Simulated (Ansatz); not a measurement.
A geometry relaxed with r2SCAN-D4/def2-TZVP in Ansatz (a first-principles code), charge 0, multiplicity 1:

```xyz
7

N     -1.7956    -0.0112    -0.6972
B      1.6248     0.4438     0.0662
H     -0.6463    -1.6895    -0.6819
H     -1.6760     0.9931    -0.5402
H      2.6612     0.9088     0.3407
N      0.5145    -0.0386    -0.2259
C     -0.6828    -0.6062    -0.5467
```

Problem. Write the SMILES of this molecule.

Solution. `[H]/N=C\N=B`
